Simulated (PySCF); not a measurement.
SMILES N[SiH2]C#C[SiH3] (CAM-B3LYP/def2-SVP optimised geometry):

```
12

Si    -1.416    -3.460    -3.879
C     -0.880    -2.474    -2.427
C     -0.520    -1.822    -1.461
Si     0.016    -0.817     0.000
N     -0.526     0.817     0.000
H     -1.776    -2.547    -4.996
H     -0.311    -4.354    -4.312
H     -2.601    -4.282    -3.516
H     -0.526    -1.489     1.207
H      1.501    -0.817     0.000
H     -1.501     1.031     0.181
H     -0.121     1.489    -0.642
```

Method: CAM-B3LYP/def2-TZVP (PySCF).

Question: What are the frontier orbital energies and the dipole moment?

Answer: HOMO-2 -9.63 eV, HOMO-1 -9.30 eV, HOMO -9.06 eV, LUMO 0.36 eV, LUMO+1 0.67 eV; dipole moment 1.31 D.

On the same geometry PBE/def2-TZVP in PySCF 2.14.0 gives HOMO-2 -7.01 eV, HOMO-1 -6.80 eV, HOMO -6.27 eV, LUMO -1.60 eV, LUMO+1 -1.37 eV; dipole moment 1.38 D.

Meta-Löwdin charges at CAM-B3LYP/def2-TZVP: Si1 0.53, C2 -0.28, C3 -0.29, Si4 0.79, N5 -0.74, H6 -0.09, H7 -0.09, H8 -0.09, H9 -0.11, H10 -0.11, H11 0.24, H12 0.24.
